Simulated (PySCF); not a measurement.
GaHBr2, SMILES [Br][GaH][Br]. Atoms are numbered in the order given.

```xyz
4

Ga     0.0000     0.0000     0.8110
H      0.0000     0.0000     2.3615
Br     0.0000     1.9329    -0.3929
Br     0.0000    -1.9329    -0.3929
```
Charge 0, spin multiplicity 1.

Geometry: PBE0-D3(BJ)/def2-SVP.

Two levels are set side by side: PBE/pcSseg-1 (PySCF) and PBE0/pcSseg-1 (PySCF). GIAO shifts against TMS (¹H) at the same level; non-relativistic, no solvent, atoms listed together averaged. Without spin–orbit terms, shifts of atoms bonded to Cl or Br come out too high at both levels. Differences are taken from unrounded values.

```csv
quantity,PBE0
δ(¹H) of H2 (ppm),6.78
```

What does PBE give, and how far is it from PBE0? (An estimate is asked for; the answer gives what the named calculation found.)


```json
[
 {"quantity": "δ(¹H) of H2 (ppm)", "PBE": "7.17", "PBE minus PBE0": "0.40"}
]
```

Rough cost on one machine, each run with all the roots and properties that it gave: PBE0 against PBE within a factor of 2.
